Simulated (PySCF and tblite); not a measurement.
Results of a calculation; reference values are marked as such.
3 diastereomers of C₁₀H₁₃N₃, numbered alike:

| isomer | SMILES | descriptors (one enantiomer) | sequence (m meso, r racemo) |
| --- | --- | --- | --- |
| A | [CH3:1][C@@H:2]([C:3]#[N:4])[CH2:5][C@H:6]([C:7]#[N:8])[CH2:9][C@H:10]([CH3:11])[C:12]#[N:13] | 2R, 6r, 10S | rr |
| B | [CH3:1][C@@H:2]([C:3]#[N:4])[CH2:5][C@@H:6]([C:7]#[N:8])[CH2:9][C@H:10]([CH3:11])[C:12]#[N:13] | 2R, 6s, 10S | mm |
| C | [CH3:1][C@H:2]([C:3]#[N:4])[CH2:5][CH:6]([C:7]#[N:8])[CH2:9][C@H:10]([CH3:11])[C:12]#[N:13] | 2S, 10S | mr |

Protocol: conformer search, at most 7 conformers an isomer, GFN2-xTB geometries, energies PBE0/pcSseg-1 (D3(BJ) added where defined), weights at 298.15 K with GFN2-xTB thermal terms. Programs: PySCF with density fitting and tblite.

(1) Rank the isomers by free energy at 298.15 K.

(2) If they could interconvert freely, what would the mixture hold (chiral isomers as racemates)?

The conformer set may be incomplete (the search or the number kept was capped). The cap on conformers cut off some of the population, so the set may be incomplete.

Answers

(1) 
```csv
isomer,ΔG (kcal/mol),"ΔE, lowest conformer",conformers,largest weight %,rms dipole (D)
B,0.0,0.0,7,85,2.75
C,0.5,0.8,7,41,3.63
A,0.6,0.9,7,62,6.06
```

ΔG is for one enantiomer.

(2) B 45 %, C 38 %, A 16 %. A racemate gains RT ln 2.
